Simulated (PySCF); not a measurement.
TiI2: what the settings change

TiI2: Ti(II) (d2), charge 0. The structure is a PBE0-D3(BJ)/def2-TZVP geometry optimised for multiplicity 3; coordination linear, point group D∞h, metal–donor distances 2.60 Å.

```
3

Ti    0.000    0.000    0.000
I     0.000    0.000    2.599
I     0.000    0.000   -2.599
```

Method (PySCF 2.14, density fitting): CASSCF(2,5) with orbitals averaged over all microstates of the shell, strongly contracted NEVPT2 on the averaged canonical orbitals; basis x2c-TZVPall on the metal, x2c-SVPall elsewhere; spin-free X2C; gas phase; spin-orbit coupling by state interaction with the mean-field operator over all roots.

Base run: NEVPT2 ground state 3Δg, next 3Φg at 3050, then 3Πg at 3719 cm⁻¹, B(CASSCF) 755, ζ 115 cm⁻¹, μeff(300 K) 3.07 μB.

What happens with the basis x2c-TZVPall on all atoms?

NEVPT2 ground state 3Δg, next 3Φg at 3040, then 3Πg at 3665 cm⁻¹, B(CASSCF) 753, ζ 114 cm⁻¹, μeff(300 K) 3.07 μB. It took 25 s against 12 s on a shared host of the same kind.

What happens with orbitals averaged over the highest spin alone?

NEVPT2 ground state 3Δg, next 3Φg at 2984, then 3Πg at 3665 cm⁻¹, B(CASSCF) 765, ζ 115 cm⁻¹, μeff(300 K) 3.06 μB.

No frequencies were computed for the optimised geometry. NEVPT2 lifts 3Πg from 2034 to 3719 cm⁻¹; on the d shell alone such lifts tend to overshoot.
